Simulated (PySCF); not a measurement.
Positional isomers: butadiene chloro+silyl. All species are isolated molecules in the gas phase. One relaxed conformer stands for each flexible species; it need not be the lowest. Strings in code marks are SMILES.

These are CAM-B3LYP-D3(BJ)/def2-TZVP run with PySCF values and carry that method's errors. Excitations are Tamm–Dancoff values on a coarser integration grid. The basis has no diffuse functions, so Rydberg states are missing or too high.

A: `C(/C=C\Cl)=C\[SiH3]` (C–C–C–C torsion 180°)
B: `C([SiH3])(=C)/C=C/Cl` (Si–C–C–C torsion 0°)
C: `C=C(C(=C)[SiH3])Cl` (Si–C–C–Cl torsion 45°)
D: `[SiH3]/C=C/C=C/Cl` (C–C–C–C torsion 180°)
E: `C=C/C=C(/[SiH3])Cl` (C–C–C–C torsion 180°)
F: `C=C/C([SiH3])=C/Cl` (C–C–C–Si torsion 0°)

**Question.** Pick the species with the highest HOMO–LUMO gap.

**Answer.** C (8.47 eV); next is B (7.98 eV).
